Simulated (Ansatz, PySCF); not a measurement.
Bond stretch in SMILES [GeH3][GeH2][GeH3] (H8Ge3). The Ge1–H11 bond (Ge1 also carries Ge, H, H; H11 carries nothing else) is pulled apart rigidly from the PBE0/def2-SVP optimised geometry. Each curve is given relative to its own lowest point near equilibrium.

```csv
R / Å,A,B,C
1.25,42.5,41.1,42.2
1.37,12.8,11.8,12.3
1.44,4.4,3.7,4.1
1.51,0.5,0.3,0.4
1.54,0.0,0.0,0.0
1.57,0.0,0.2,0.1
1.66,2.7,3.6,3.2
1.73,6.9,8.4,7.7
1.89,20.5,23.5,22.0
2.03,34.6,39.1,36.9
2.27,59.6,66.5,63.2
2.55,86.2,96.1,91.4
2.85,109.1,122.9,116.8
3.23,122.9,149.2,141.8
3.76,128.5,174.5,165.8
4.44,129.9,193.5,183.9
```

Energies in mEh.

Question: Assign the columns to these levels of theory: restricted B3LYP/6-31G*, spherical d run with PySCF; restricted PBE0/cc-pVDZ run with Ansatz (a program for electronic structure); unrestricted PBE/cc-pVDZ run with Ansatz.

Answer: A is UKS-PBE; B is RKS-PBE0; C is RKS-B3LYP/6-31G*.

The restricted form behind RKS-B3LYP/6-31G*, RKS-PBE0 keeps the bonding electrons paired and can't separate into open-shell fragments. The unrestricted determinant behind UKS-PBE is spin-contaminated at 2.85 to 4.44 Å (<S²> up to 1.0, against 0.00 for a pure singlet).
